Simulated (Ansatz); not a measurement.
Reactions of `[SiH3]N[SiH2]S`.

Gas-phase electronic energies from Ansatz, PBE0-D4/def2-TZVP geometries. CCSD(T)/CBS adds triple-zeta CCSD(T) − MP2 to the extrapolated MP2 energy (def2 sets, frozen cores). This one scheme is used for every species, atoms too. Open shells (•) are unrestricted, without spin–orbit coupling. Spin–orbit coupling would lower the free atoms: a little for S, Si. Bonds to Ge, Se are less sure, by a few kJ/mol each and by 10 to 20 or more in all where they break to atoms, as the def2 sets lack core-valence functions. Scalar relativity is left out up to krypton. Each species was taken in one conformer, which may not be the lowest.

```json
{"reaction": "`[SiH3]N[SiH2]S` + H₂Se → `[SiH3]N[SiH2][SeH]` + H₂S", "CCSD/CBS(def2) (eV)": "-0.04"}
{"reaction": "`[SiH3]N[SiH2]S` + H₂ → `[SiH3]N[SiH3]` + H₂S", "CCSD/CBS(def2) (eV)": "0.47"}
{"reaction": "`[SiH3]N[SiH2]S` → `N[SiH2]S` + `[SiH2]`", "CCSD/CBS(def2) (eV)": "3.01"}
{"reaction": "`[SiH3]N[SiH2]S` + `CN[SiH2]Cl` → `CN([SiH3])[SiH2]Cl` + `N[SiH2]S`", "CCSD/CBS(def2) (eV)": "0.08"}
{"reaction": "`[SiH3]N[SiH2]S` + `C=C=C(F)Cl` → `FC(Cl)=C=C[SiH3]` + `N[SiH2]S`", "CCSD/CBS(def2) (eV)": "0.54"}
{"reaction": "`[SiH3]N[SiH2]S` → `[SH]`• + `[SiH2]N[SiH3]`•", "CCSD/CBS(def2) (eV)": "4.03"}
{"reaction": "`[SiH3]N[SiH2]S` → 7 H• + N• + S• + 2 Si•", "CCSD/CBS(def2) (eV)": "35.55"}
{"reaction": "`[SiH3]N[SiH2]S` + H–F → `F[SiH2]N[SiH3]` + H₂S", "CCSD/CBS(def2) (eV)": "-0.92"}
{"reaction": "`[SiH3]N[SiH2]S` + `[CH2]1[NH][GeH2]1` → `[SiH3][CH]1[NH][GeH2]1` + `N[SiH2]S`", "CCSD/CBS(def2) (eV)": "0.55"}
{"reaction": "`[SiH3]N[SiH2]S` + HCl → `[SiH3]N[SiH2]Cl` + H₂S", "CCSD/CBS(def2) (eV)": "-0.46"}
```

Question: Give the CCSD(T)/CBS values in the same order. (Best estimate.)

Answer: Ansatz gave: -0.04, 0.53, 3.05, 0.07, 0.53, 4.13, 35.97, -0.87, 0.54, -0.44 eV.

Largest T1 diagnostic: 0.014, for `[SiH2]N[SiH3]`•.
